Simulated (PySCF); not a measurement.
SMILES Cc1nc(CF)n[se]1, C₄H₅FN₂Se

Geometry:
| atom | x (Å) | y (Å) | z (Å) |
| --- | --- | --- | --- |
| C1 | -2.490 | -0.257 | 0.080 |
| C2 | -1.108 | 0.266 | -0.019 |
| N3 | -0.048 | -0.460 | 0.031 |
| C4 | 1.085 | 0.268 | -0.087 |
| C5 | 2.415 | -0.416 | -0.040 |
| F6 | 2.645 | -0.940 | 1.208 |
| N7 | 1.024 | 1.559 | -0.244 |
| Se8 | -0.664 | 2.102 | -0.260 |
| H9 | -3.017 | -0.114 | -0.863 |
| H10 | -2.454 | -1.319 | 0.310 |
| H11 | -3.042 | 0.267 | 0.859 |
| H12 | 2.436 | -1.255 | -0.744 |
| H13 | 3.213 | 0.301 | -0.249 |

Method used: PySCF 2.14.0, quadratic response BHandHLYP/aug-cc-pVDZ first hyperpolarisability, Taylor convention, gas phase. Geometry: GFN2-xTB.

The calculation is non-relativistic, which matters for the atoms heavier than Zn.

Task: Give the tensor of the second harmonic β(−2ω;ω,ω) at 1064 nm in the axes of these coordinates.

Result: In au, Taylor convention; rows are the first index (the induced dipole):
|  | xx | yy | zz | xy | xz | yz |
| --- | --- | --- | --- | --- | --- | --- |
| x | -1.5 | +23.3 | +51.8 | -29.3 | +25.1 | -4.6 |
| y | -24.1 | -118.7 | -76.9 | +27.2 | -5.4 | +14.3 |
| z | +24.2 | +14.7 | +58.7 | -5.2 | +51.2 | -72.3 |

Norm of βᵢ = ⅓ Σⱼ (βᵢⱼⱼ + βⱼᵢⱼ + βⱼⱼᵢ): 252.6 au, hyper-Rayleigh value 97.4 au.
